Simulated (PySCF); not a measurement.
# Computed properties of S4, SMILES S=S(=S)=S

S4, SMILES S=S(=S)=S. Geometry: ωB97X-D3(BJ)/def2-SVP. The values are those of a single conformer. All values are computed for the isolated molecule unless a solvent is named; none is compared with measurement here.

**Structure.** The optimised structure has D3h symmetry. All 6 harmonic modes at ωB97X-D3(BJ)/def2-SVP (PySCF) are real, so it is a minimum. With heavy atoms numbered as in [S:1](=[S:2])(=[S:3])=[S:4], the shortest bond between them is S1–S3 at 1.900 Å and the longest S1–S2 at 1.900 Å.

**Vibrations.** The strongest infrared lines (harmonic, unscaled, degenerate partners summed) lie at 770 cm⁻¹ (296 km/mol, S 100 %), 248 cm⁻¹ (4 km/mol, S 100 %), 275 cm⁻¹ (2 km/mol, S 100 %). The softest mode is at 248 cm⁻¹ and the zero-point energy is 4.0 kcal/mol.

**Electronic structure.** B3LYP/def2-TZVPD (PySCF) places the frontier levels at -7.07 and -4.30 eV, a gap of 2.77 eV, and gives a dipole moment of 0.00 D and a mean polarisability of 93.0 bohr³. PBE/def2-TZVPD (PySCF) at the same geometry gives -6.13 and -4.70 eV, so its gap is 1.34 eV narrower. An orbital gap is neither the optical nor the fundamental gap.

**Excitations.** TDDFT-PBE0/def2-SVPD (PySCF) has S1 at 1.61 eV (771 nm, f = 0.000, dark); the most intense of the 10 singlets computed lies at 3.58 eV (f = 0.17). Strengths of degenerate partners are summed. T1 (TDA) is at 1.27 eV. TDDFT-PBE/def2-SVPD (PySCF) puts S1 at 1.51 eV.
